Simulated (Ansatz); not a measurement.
System: CuF, charge 0, multiplicity 1. 
Geometry from a B3LYP-D3(BJ)/def2-TZVP (Ansatz, a first-principles code) optimisation:
```xyz
2

Cu     0.0000     0.0000    -0.4195
F      0.0000     0.0000     1.3519
```

Parts of the frozen-core correlation energy in STO-3G (Ansatz, hartree). Frozen orbitals: 10; correlated occupied orbitals by spin: 9 and 9; virtual: 4 and 4. No spin-orbit coupling. No relativistic terms. The restricted reference is unstable. The program attaches cautions to this run: other roots.

```json
[
 {"term": "reference (HF)", "value": "-1718.34744"},
 {"term": "MP2 opposite-spin", "value": "-0.05257"},
 {"term": "MP2 same-spin", "value": "-0.01486"},
 {"term": "CCSD correlation", "value": "-0.15464"},
 {"term": "(T)", "value": "-0.01679"},
 {"term": "FCI minus CCSD(T)", "value": "0.00027"},
 {"term": "T1 diagnostic", "value": "0.085"},
 {"term": "largest doubles amplitude", "value": "0.884"}
]
```
